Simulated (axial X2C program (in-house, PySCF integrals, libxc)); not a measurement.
**Levels of IBr⁻ by electron attachment to IBr (EOM-EA-CCSD)**

Computed with an axial X2C code built on PySCF integrals: two-component X2C with atomic mean-field Coulomb and Gaunt terms, Gaussian nuclei, basis I dyall-acv3z, Br dyall-acv3z with contracted cores.

R = 2.482 Å (near the PBE0 minimum at charge 0 of the determinant lowest at the starting distance; the state shown can have its own minimum elsewhere).

Hartree–Fock spinors of IBr (one of each Kramers pair; a window near the gap, which can cut inner shells):

```
  ω  occupied  ε (eV)                    character
1/2       yes  -24.04  68% I s, 14% Br s, 10% Br p
1/2       yes  -13.69    46% Br p, 44% I p, 4% I s
1/2       yes  -13.10    66% Br p, 29% I p, 2% I d
3/2       yes  -12.63    68% Br p, 27% I p, 2% I d
1/2       yes  -10.58   59% I p, 32% Br p, 4% Br d
3/2       yes   -9.96   66% I p, 25% Br p, 4% Br d
1/2        no   -0.41   45% I p, 26% Br p, 12% I d
1/2        no    1.59  68% I s, 15% Br s, 12% Br p
1/2        no    1.79            79% I p, 15% Br p
1/2        no    1.95            86% I p, 11% Br p
3/2        no    1.95            88% I p, 11% Br p
1/2        no    2.58    64% Br p, 12% I p, 9% I d
```

Levels of IBr⁻ obtained by attaching an electron to IBr:

```csv
Ω,binding energy (eV),above lowest (cm⁻¹),attached spinor,one-particle weight
1/2,1.300,0,"43% I pσ, 27% Br pσ, 11% I dσ",0.95
1/2,-1.202,20184,"70% I sσ, 19% Br sσ, 6% Br pσ",0.98
1/2,-1.506,22636,"73% I pσ, 20% Br pσ",0.98
1/2,-1.747,24579,"82% I pπ, 13% Br pπ",0.99
3/2,-1.770,24764,"85% I pπ, 13% Br pπ",0.99
1/2,-2.254,28669,"65% Br pσ, 16% I pσ, 9% I dσ",0.98
```

What is the splitting of the first π pair in the table, and is it regular or inverted?

E(3/2) − E(1/2) = 24764 − 24579 = 185 cm⁻¹ at EOM-EA-CCSD: regular, Ω = 1/2 lower. Splittings at this level can be off by ten to twenty per cent.

Negative binding energies belong to unbound states, resonances or levels that the basis set holds; within some tenths of an eV of zero the sign is not settled.

This point took 30 s on 1 thread of Arm Neoverse N1 (shared host).

Reference electrons by ω block (each with its −ω partner): 1/2: 28, 3/2: 13, 5/2: 3. 14 electrons of IBr correlated (inner shells frozen), 92 natural virtual spinors (a truncated set); levels can be off by some tenths of an eV. Roots sought by Ω: (1/2: 5, 3/2: 4, 5/2: 2, 7/2: 1); rows need 60 % one-particle weight and stop where some Ω has no more roots. Missing are any skipped roots, higher Ω and states of a further excitation; these come out far too high here and may in truth be low or lowest. T1 of the reference 0.009 (Lee–Taylor). Number of frozen shells: I 4 s, 3 p, 2 d; Br 3 s, 2 p, 1 d.
